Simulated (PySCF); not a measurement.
Excitation energy of Ti by level of theory

Ti [Ar] 3d2 4s2 (3F) → Ti [Ar] 3d3 4s1 (5F), as a difference of total energies. All numbers are calculated (PySCF 2.14, no relativity, point nucleus, in aug-cc-pVTZ with one added diffuse shell each of s, p, d, f, g type (9s8p6d4f3g, 118 functions)). Correlated levels: valence: [Ar] frozen. The calculations carry no spin-orbit coupling.

```tsv
method	excitation energy (eV)	difference from reference (eV)
UHF	0.587	-0.219
LDA	-0.285	-1.091
PBE	-0.289	-1.095
PBE0	-0.054	-0.860
r2SCAN	-0.503	-1.309
BP86	-0.223	-1.029
B97-3	0.531	-0.275
CAM-B3LYP	0.325	-0.481
MP2 (valence)	0.833	+0.027
SCS-MP2 (valence)	1.387	+0.581
```

Reference: 0.806 eV (measured; NIST levels, between the centres of gravity of the two terms).

These non-relativistic numbers lack the scalar-relativistic shift.

Errors of the correlated levels include the incompleteness of this basis and the frozen core.
